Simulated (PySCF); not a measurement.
AlClH₂Se₂, SMILES [Cl][Al]([SeH])[SeH].

Geometry optimised at B3LYP-D3(BJ)/def2-SVP. The structure was generated by enumeration; whether it is a known compound was not checked. One conformer was computed; it need not be the lowest.

Two levels are set side by side: TDA-PBE/def2-SVPD (PySCF) and TDA-PBE0/def2-SVPD (PySCF). Vertical, same geometry. The lowest singlet is HOMO→LUMO 100 % with PBE and HOMO→LUMO 92 % with the other functional; states are paired by order. Differences are taken from unrounded values.

```json
[
 {"quantity": "lowest singlet excitation (eV)", "TDA-PBE": "4.41"},
 {"quantity": "lowest triplet excitation (TDA) (eV)", "TDA-PBE": "4.19"},
 {"quantity": "first bright state (f over 0.05) (eV)", "TDA-PBE": "5.85"},
 {"quantity": "its oscillator strength", "TDA-PBE": "0.11"}
]
```

These are the TDA-PBE values. What does TDA-PBE0 give? (An estimate is asked for; the answer gives what the named calculation found.)


| quantity | TDA-PBE0 | TDA-PBE minus TDA-PBE0 |
|---|---|---|
| lowest singlet excitation (eV) | 4.91 | -0.50 |
| lowest triplet excitation (TDA) (eV) | 4.63 | -0.44 |
| first bright state (f over 0.05) (eV) | 5.45 | 0.40 |
| its oscillator strength | 0.06 | 0.05 |

A lower first singlet is the usual sign of a functional without exact exchange. Differences between two approximate levels are no errors against the true value.

Rough cost on one machine, each run with all the roots and properties that it gave: TDA-PBE0 against TDA-PBE about 3 times.
